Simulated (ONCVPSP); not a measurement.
**Transferability test, ONCV potential for Sc (Z = 21)**

- Element: scandium (Sc)
- Generator: ONCVPSP 4.0.1
- Type: optimised norm-conserving Vanderbilt (ONCV)
- Functional: PBE
- Relativity: scalar-relativistic
- Frozen core: [Ar]
- Valence charge: 3
- Reference configuration: 3d1 4s2
- Partial waves: 4s: rc 2.70 bohr, ncon 4, nbas 8, qcut 2.9 1/bohr, 2 projectors, debl 3.7 Ha; p scattering state at 0.03 Ha: rc 2.55 bohr, ncon 4, nbas 8, qcut 2.8 1/bohr, 2 projectors, debl 0.8 Ha; 3d: rc 1.40 bohr, ncon 4, nbas 8, qcut 7.2 1/bohr, 1 projector; f scattering state at 0.47 Ha: rc 2.65 bohr, ncon 4, nbas 8, qcut 3.8 1/bohr, 3 projectors, debl 2.8 Ha
- Local potential: polynomial inside 1.40 bohr (lpopt 5, dvloc0 3 Ha)
- Core correction: Teter function, fcfact 5.5, rcfact 1.25

Energies are relative to the spin-unpolarised reference configuration 3d1 4s2; without spin polarisation the order of configurations can differ from experiment.

```csv
valence configuration,charge,ΔE all-electron (eV),error AE − PS (meV)
3d1 4s1,+1,6.897,+5.7
3d1 4s0,+2,19.665,+97
```

(1) What are ΔE and the potential's error for 3d1 4s1.5?

(2) What are ΔE and the potential's error for 3d1 4s1 4p1?

Note: ghosts flagged at negative energy: p at -22.8 eV; GHOST(+) flagged for s at 64.5 eV. A true bound ghost makes a file unfit for plane-wave use.

Answers

(1) ΔE = 2.754 eV all-electron; the error (AE − PS) is +0.6 meV.

(2) ΔE = 2.779 eV all-electron; the error (AE − PS) is +2.5 meV.
